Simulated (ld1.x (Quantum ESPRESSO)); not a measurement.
## B: excitation energies, all-electron against TM semilocal

- Element: B
- Generator: ld1.x (Quantum ESPRESSO) 7.5
- Type: norm-conserving Troullier–Martins (semilocal form)
- Functional: LDA (PZ)
- Relativity: scalar-relativistic
- Frozen core: [He]
- Valence charge: 3
- Reference configuration: 2s1.75 2p1.25
- Partial waves: 2p (bound): rc 2.80 bohr; 2s (bound): rc 1.06 bohr
- Local potential: the s channel
- Core correction: a·sin(br)/r model core inside 0.55 bohr

Energies are relative to the spin-unpolarised reference configuration 2s1.75 2p1.25; without spin polarisation the order of configurations can differ from experiment. Spin-polarised rows fill each open shell by Hund’s rule, majority spin first.

```json
{"valence configuration": "2s2 2p1", "charge": "0", "ΔE all-electron (eV)": "-1.418", "error AE − PS (meV)": "-0.5"}
{"valence configuration": "2s2 2p0", "charge": "+1", "ΔE all-electron (eV)": "6.908", "error AE − PS (meV)": "+80"}
{"valence configuration": "2s1 2p0", "charge": "+2", "ΔE all-electron (eV)": "32.213", "error AE − PS (meV)": "+254"}
{"valence configuration": "2s2 2p0.5", "charge": "+0.5", "ΔE all-electron (eV)": "1.524", "error AE − PS (meV)": "+13"}
{"valence configuration": "2s0 2p3", "charge": "0", "ΔE all-electron (eV)": "9.983", "error AE − PS (meV)": "-23"}
{"valence configuration": "2s1 2p2", "charge": "0", "ΔE all-electron (eV)": "4.267", "error AE − PS (meV)": "-4.4"}
{"valence configuration": "2s2 2p1.3", "charge": "-0.3", "ΔE all-electron (eV)": "-2.191", "error AE − PS (meV)": "-2.1"}
{"valence configuration": "2s1.75 2p1.25 (spin-polarised)", "charge": "0", "ΔE all-electron (eV)": "-0.562", "error AE − PS (meV)": "+16"}
{"valence configuration": "2s2 2p1 (spin-polarised)", "charge": "0", "ΔE all-electron (eV)": "-1.653", "error AE − PS (meV)": "+5.3"}
```
